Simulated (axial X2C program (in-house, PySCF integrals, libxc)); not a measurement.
# Worked dissociation energy of AsBr⁻: MP2, without spin–orbit coupling

Calculated with an axial X2C code built on PySCF integrals. Spin-free means the one-electron spin-free X2C Hamiltonian. Basis: Br dyall-acv3z [9s10p7d5f1g], As dyall-acv3z [10s10p7d5f1g] (cores contracted in-house); Gaussian nuclei, density fitting, unrestricted open shells. Masses: Br 78.918 u, As 74.922 u.

Molecular state: M_S = 1/2, Λ = 1 (beyond evenly filled blocks: π+α, π+β, π-α).

Correlated methods: 13 electrons correlated (number of frozen shells: Br 3 s, 2 p, 1 d; As 3 s, 2 p, 1 d), 309 virtual spin orbitals or spinors in MP2.

| Item | Value |
| --- | --- |
| E(Br-) (2M_S = 0, M_L = 0) | -2604.768577 hartree |
| E(As) (2M_S = 3, M_L = 0) | -2259.161169 hartree |
| E(AsBr⁻) at Re | -4863.941570 hartree |
| ωe | 244.0 cm⁻¹ |
| ωexe | 0.794 cm⁻¹ |

Q: Work out De and D0.

A: De = -2604.768577 + (-2259.161169) − (-4863.941570) = 0.01182 hartree = 0.322 eV. The zero-point energy is ωe/2 − ωexe/4 = 122 cm⁻¹ = 0.015 eV, so D0 = 0.307 eV.

Occupations by symmetry block were frozen at the best pattern of an incomplete PBE0 search. De is counted from the lowest determinant-based energies of the atoms at the same level, without counterpoise correction. The atomic limit has a lower orbital projection than the molecule and lies lower at mean-field level, so De may be about a tenth of an eV too small.

Each atomic determinant is the lowest at this level and need not be a pure term. Totals compare only within one Hamiltonian and basis.
